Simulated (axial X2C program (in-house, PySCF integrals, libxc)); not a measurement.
The numbers below are computed, except where a source is named.
## SnO⁻: input and output

Program: an axial X2C code built on PySCF integrals.

Input file and command:
```json
{
 "zs": [
  50,
  8
 ],
 "q": -1,
 "bas": [
  "dyall-acv3z",
  "dyall-av3z"
 ],
 "levels": [
  "PBE0",
  "HF",
  "LDA"
 ],
 "cc": true,
 "r0": 1.87,
 "thr": -1.0,
 "nmax": 90,
 "npts": 10,
 "nst": 2,
 "ntry": 6
}
```
```bash
python so2c.py task.json out
```

Keys: zs atomic numbers; q charge; bas basis sets; levels methods; cc coupled cluster on or off; r0 starting distance in Å; thr threshold in hartree for freezing inner shells (an s shell follows its p shell); nmax most natural virtual spinors; npts points on the curve; nst determinants followed; ntry starts of the search. HF also brings MP2.

Output of the HF step, two-component, at R = 1.881 Å for the state Ω = 1/2. It starts from PBE0 orbitals of this distance.

```
two-component X2C + atomic mean field  HF
basis functions 199  fitting functions 1011  grid points 5077
iter        total energy     max residual
   1      -6246.142018180     3.76e-01
   2      -6246.171490815     9.92e-03
   3      -6246.172265991     4.00e-02
   4      -6246.173733623     5.79e-03
   5      -6246.173814304     7.35e-04
   6      -6246.173851812     2.25e-03
   7      -6246.173859420     6.29e-04
   8      -6246.173862406     2.54e-04
   9      -6246.173863638     3.60e-04
  10      -6246.173865257     2.34e-04
  11      -6246.173866846     1.32e-04
  12      -6246.173868458     1.74e-04
  13      -6246.173869601     1.98e-04
  14      -6246.173870227     9.01e-05
  15      -6246.173870476     3.81e-05
  16      -6246.173870557     3.23e-05
  17      -6246.173870575     1.67e-05
  18      -6246.173870578     3.01e-06
  19      -6246.173870579     1.27e-06
converged
one-electron -8825.11406853  Coulomb 2642.23166985  exact exchange -172.29896475  xc functional 0.00000000  nuclear repulsion 112.53103900  atomic mean-field constant -3.52354615
correlated 11  virtual 289  natural virtual 90  E(MP2) -0.365182229  MP2 remainder -0.015051661
iter   CCSD correlation   residual
   1     -0.319974651   2.57e-01
   2     -0.337126513   1.78e-01
   3     -0.342226221   3.95e-02
   4     -0.342788211   1.86e-02
   5     -0.342962736   7.77e-03
   6     -0.343070057   4.03e-03
   7     -0.343049780   1.87e-03
   8     -0.343030559   8.75e-04
   9     -0.343063213   4.97e-04
  10     -0.343049959   2.81e-04
  11     -0.343056967   1.69e-04
  12     -0.343057291   8.43e-05
  13     -0.343055903   3.53e-05
  14     -0.343055927   1.63e-05
  15     -0.343055824   8.63e-06
  16     -0.343055699   4.31e-06
  17     -0.343055700   2.06e-06
(T) -0.020776288  T1 0.0476  D1 0.1017  max T2 0.060
```
Energies are in hartree; totals compare only within one Hamiltonian and basis. T1 is large, a sign of multireference character or of a spin-contaminated reference. T1 in the output is the amplitude norm over the root of the electron number; divide by √2 for the Lee–Taylor value. The determinant is spin-polarised beyond a pure state at some levels (its spin-free form has ⟨S²⟩ too high), which makes Re and μ there less reliable.
